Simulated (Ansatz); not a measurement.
Calculated with Ansatz (gas phase, PBE0-D4/def2-TZVP geometries, no zero-point term in ΔE). CCSD(T)/CBS adds triple-zeta CCSD(T) − MP2 to the extrapolated MP2 energy (def2 sets, frozen cores). This one scheme is used for every species. Functionals use def2-TZVPP. B3LYP here is the variant with VWN-RPA as its local correlation; programs differ in this. HSE06 is defined as in plane-wave codes. For Ge outer-core shells are correlated without core-valence functions, which leaves a few kJ/mol of doubt a bond. Scalar relativity is left out up to krypton. One conformer a species, not always the lowest.

Reaction (cleavage of the B–Ge bond): `N[BH][GeH3]` + `PS` → `NBPS` + GeH₄

`N[BH][GeH3]`:

```xyz
9

N    -0.286    1.625    0.096
B     0.389    0.504    0.548
Ge    0.031   -1.342   -0.301
H    -0.966    1.605   -0.646
H    -0.143    2.545    0.482
H     1.179    0.643    1.438
H     1.303   -1.945   -0.929
H    -1.032   -1.268   -1.422
H    -0.475   -2.366    0.733
```

`PS`:

Cartesian coordinates in Å:
```
P -0.701 -0.322 -0.218
S 1.165 0.299 0.563
H -0.369 -0.216 -1.594
H -1.340 0.945 -0.198
H 1.245 -0.707 1.447
```

`NBPS`:

Cartesian coordinates in Å:
```
N 0.859 -1.446 -0.420
B -0.075 -0.458 -0.672
P 0.264 1.317 0.055
S -1.367 1.232 1.425
H 1.713 -1.282 0.087
H 0.732 -2.404 -0.702
H -1.063 -0.730 -1.289
H -0.391 2.069 -0.956
H -0.672 1.703 2.473
```

GeH₄:

Cartesian coordinates in Å:
```
Ge 0.000 0.000 0.000
H -0.897 1.074 0.629
H 1.466 0.292 0.346
H -0.178 0.013 -1.524
H -0.390 -1.379 0.549
```

| level | ΔE (kJ/mol) | difference from CCSD(T)/CBS |
| --- | --- | --- |
| LDA (SPW92) | -11.6 | -3.7 |
| PBE-D4 | -11.2 | -3.3 |
| revPBE-D4 | -14.1 | -6.2 |
| BLYP-D4 | -11.0 | -3.1 |
| r2SCAN-D4 | -11.7 | -3.8 |
| B97M-V | -16.6 | -8.7 |
| PBE0-D4 | -11.4 | -3.5 |
| B3LYP-D4 | -10.7 | -2.8 |
| r2SCANh-D4 | -11.6 | -3.7 |
| r2SCAN0-D4 | -11.5 | -3.6 |
| HSE06-D4 | -11.3 | -3.4 |
| BHLYP-D4 | -11.0 | -3.1 |
| CAM-B3LYP-D4 | -10.2 | -2.3 |
| ωB97X-V | -10.3 | -2.4 |
| ωB97M-V | -9.4 | -1.5 |
| PBE-QIDH | -11.2 | -3.3 |
| PBE | -8.6 | -0.7 |
| revPBE | -7.4 | 0.5 |
| BLYP | -5.5 | 2.4 |
| PBE0 | -9.1 | -1.2 |
| B3LYP | -6.6 | 1.3 |
| r2SCANh | -10.8 | -2.9 |
| r2SCAN0 | -10.6 | -2.7 |
| HSE06 | -9.1 | -1.2 |
| BHLYP | -8.0 | -0.1 |
| CAM-B3LYP | -7.8 | 0.1 |
| LC-ωPBE | -9.5 | -1.6 |
| RPA@PBE/def2-TZVPP | -6.4 | 1.5 |
| HF/def2-SVP | -14.2 | -6.3 |
| CCSD/def2-SVP | -15.5 | -7.6 |
| CCSD(T)/def2-SVP | -16.7 | -8.8 |
| HF/def2-TZVPP | -9.2 | -1.3 |
| SCS-MP2/def2-TZVPP | -10.2 | -2.3 |
| CCSD(T)/def2-TZVPP | -8.8 | -0.9 |
| HF/def2-QZVPP | -9.8 | -1.9 |
| MP2/def2-QZVPP | -11.4 | -3.5 |
| SCS-MP2/def2-QZVPP | -10.4 | -2.5 |
| HF/CBS(def2) | -9.9 | -2.0 |
| MP2/CBS(def2) | -10.8 | -2.9 |
| CCSD/CBS(def2) | -6.2 | 1.7 |
| CCSD(T)/CBS | -7.9 | 0 |

Largest T1 diagnostic among the species: 0.014.

The D4 term adds −4.1 kJ/mol with B3LYP and −2.3 kJ/mol with PBE0; it sums over pairs of atoms, weighted by their polarisabilities, and B3LYP, whose exchange is more repulsive, gets the larger term. Leaving LDA and LC-ωPBE aside and taking each functional with its dispersion term where it has one, the values, not all of them listed here, spread over 7.7 kJ/mol, from B97M-V to B2PLYP. LDA lies −3.0 kJ/mol from PBE without D4. At CCSD(T), def2-SVP lies −8.8 kJ/mol from the extrapolated value and def2-TZVPP −0.9 kJ/mol.
